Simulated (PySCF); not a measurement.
Level of theory: r2SCAN-D4/def2-TZVP in PySCF. All species are isolated molecules in the gas phase. One relaxed conformer stands for a flexible species; it need not be the lowest. Excitations are Tamm–Dancoff values on a coarser integration grid. The basis has no diffuse functions, so Rydberg states are missing or too high.

Reference species (SMILES): `N[SiH2][Si@@H](O)[SiH3]` (neutral, multiplicity 1).

```yaml
HOMO: -6.40 eV
T1 excitation (TDA): 4.57 eV
S1 excitation (TDA): 5.23 eV
```

Changed species: `N[SiH2][SiH2][SiH2]O`.

Task: What does the change do to the HOMO, T1 excitation (TDA) and S1 excitation (TDA)?

Result: the HOMO rises by 0.29 eV, to -6.11 eV; the T1 excitation (TDA) goes up by 0.18 eV, to 4.75 eV; the S1 excitation (TDA) drops by 0.08 eV, to 5.15 eV.
